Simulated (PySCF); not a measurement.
F3Ga, SMILES [F][Ga]([F])[F] (connectivity only; charge and spin as stated), charge +1, multiplicity 2.

The structure is a stationary point at B3LYP-D3(BJ)/def2-SVP. The geometry has at least one imaginary mode, so it is a saddle point at that level. The multiplicity is an assumed one; other spin states were not compared. The isomer is the one that the SMILES or the coordinates give; other isomers of the formula were not compared.

Level of theory: TDA-ωB97X/def2-SVPD (PySCF 2.14.0).

Vertical excitations. The molecule is in vacuum.

```csv
state,energy (eV),λ (nm),f,main pairs
root 1,0.48,2591,0.000,β HOMO−6→LUMO 97 %
root 2,0.99,1246,0.000,"β HOMO−7→LUMO 46 %, β HOMO−5→LUMO 32 %, β HOMO−2→LUMO 22 %"
root 3,3.42,362,0.000,β HOMO→LUMO 100 %
root 4,3.45,359,0.010,β HOMO−1→LUMO 99 %
root 5,3.92,316,0.000,β HOMO−3→LUMO 97 %
root 6,3.94,315,0.002,"β HOMO−2→LUMO 77 %, β HOMO−5→LUMO 12 %"
root 7,4.74,261,0.006,β HOMO−4→LUMO 99 %
root 8,5.89,211,0.001,"β HOMO−5→LUMO 55 %, β HOMO−7→LUMO 44 %"
root 9,6.51,190,0.000,"α HOMO→LUMO 55 %, β HOMO→LUMO+1 42 %"
root 10,6.53,190,0.000,"α HOMO−1→LUMO 56 %, β HOMO−1→LUMO+1 41 %"
```
Unrestricted roots are not spin-pure.
